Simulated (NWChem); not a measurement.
System: SiH4SeO; SMILES O[SiH2][SeH]

The following NWChem deck was run.

```
start job
memory heap 200 mb stack 900 mb global 1100 mb
geometry units angstroms
  Si    -1.302120     0.078193     0.470715
  O     -1.419675     1.643869     0.850143
  Se     0.792937    -0.381436    -0.367154
  H     -1.478616    -0.571907     1.753498
  H     -2.185905    -0.322728    -0.613159
  H     -1.152094     2.348524     0.264450
  H      1.517160     0.154549     0.746564
end
basis spherical
  * library def2-svp
end
dft
  xc pbe0
  iterations 150
end
driver
  maxiter 120
end
task dft optimize
task dft freq
```

This build's default masses of Se (78.918 u) and Br (79.917 u) are each other's, which moves their modes by up to 0.6 %.

The level has its own optimisation; frequencies are unscaled.

Task: What results follow from this input? (PBE0/def2-SVP.) Quantities: r O–Si (Å); r Se–Si (Å); r H–O (Å); r H–Se (Å); highest harmonic frequency (cm⁻¹); lowest (cm⁻¹); zero-point energy (kcal/mol); dipole (D).

Result: The r O–Si (Å) comes out as 1.661. The r Se–Si (Å) is 2.283 and the r H–O (Å) comes out as 0.963. The r H–Se (Å) is 1.472 and the highest harmonic frequency (cm⁻¹) is 3921. The lowest (cm⁻¹) comes out as 168 and the zero-point energy (kcal/mol) is 25.0. The dipole (D) is 0.82.
